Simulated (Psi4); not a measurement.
iron atom (Fe), quintet. Base run: B3LYP/def2-SVP (Psi4).

Geometry (Å):
```xyz
1

Fe     0.0000     0.0000     0.0000
```
Charge 0, spin multiplicity 5.
Orbitals are unrestricted.
All else is at Psi4's defaults (density fitting).
Base energy -1263.51779 Eh.

The base run was repeated with changes; each row names its change, and settings that it needs were set with it.

```json
[
 {"change": "base", "ΔE vs base (mEh)": "0.000", "SCF cycles": "19", "grid points": "21436", "basis functions": "31"},
 {"change": "dft_radial_points = 35", "ΔE vs base (mEh)": "14.638", "SCF cycles": "20", "grid points": "9966", "basis functions": "31"},
 {"change": "soscf = true", "ΔE vs base (mEh)": "0.000", "SCF cycles": "14", "grid points": "21436", "basis functions": "31"},
 {"change": "diis_max_vecs = 3", "ΔE vs base (mEh)": "0.000", "SCF cycles": "26", "grid points": "21436", "basis functions": "31"},
 {"change": "scf_type = mem_df", "ΔE vs base (mEh)": "0.000", "SCF cycles": "19", "grid points": "21436", "basis functions": "31"},
 {"change": "guess = huckel", "ΔE vs base (mEh)": "-0.001", "SCF cycles": "12", "grid points": "21436", "basis functions": "31"},
 {"change": "dft_nuclear_scheme = stratmann", "ΔE vs base (mEh)": "0.000", "SCF cycles": "19", "grid points": "21436", "basis functions": "31"},
 {"change": "dft_basis_tolerance = 1e-8", "ΔE vs base (mEh)": "0.000", "SCF cycles": "19", "grid points": "20530", "basis functions": "31"},
 {"change": "puream = true", "ΔE vs base (mEh)": "0.000", "SCF cycles": "19", "grid points": "21436", "basis functions": "31"},
 {"change": "scf_initial_accelerator = none", "ΔE vs base (mEh)": "0.592", "SCF cycles": "35", "grid points": "21436", "basis functions": "31"},
 {"change": "dft_spherical_points = 590", "ΔE vs base (mEh)": "-0.001", "SCF cycles": "19", "grid points": "41300", "basis functions": "31"},
 {"change": "dft_radial_points = 50", "ΔE vs base (mEh)": "-0.659", "SCF cycles": "20", "grid points": "14194", "basis functions": "31"},
 {"change": "cholesky_tolerance = 1e-6 (with scf_type cd)", "ΔE vs base (mEh)": "0.009", "SCF cycles": "19", "grid points": "21436", "basis functions": "31"}
]
```

Open shells are given as the SCF converged; they aren't shown to be the lowest states, and a large step between rows can be another state.
